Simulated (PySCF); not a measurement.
A structure optimised at PBE-D3(BJ)/def2-SVP, used in a PySCF frequency run:

```xyz
12

O     -2.6959     1.0071     0.0258
C     -1.8442    -0.0068     0.5218
C     -0.4962    -0.0224    -0.1672
N      0.5878    -0.3265     0.4351
Si     2.1748    -0.3933    -0.3367
H     -2.2915     1.8621     0.2618
H     -1.6828     0.0268     1.6256
H     -2.3472    -0.9759     0.3003
H     -0.5616     0.2607    -1.2552
H      3.0893     0.5427     0.4011
H      2.7000    -1.7937    -0.1975
H      2.1406    -0.0121    -1.8020
```

Q: Write its SMILES and formula.

A: OC/C=N/[SiH3], C2H7NOSi

Q: What are its rotational constants (standard atomic weights)?

A: 19.283, 1.3950, 1.3542 GHz
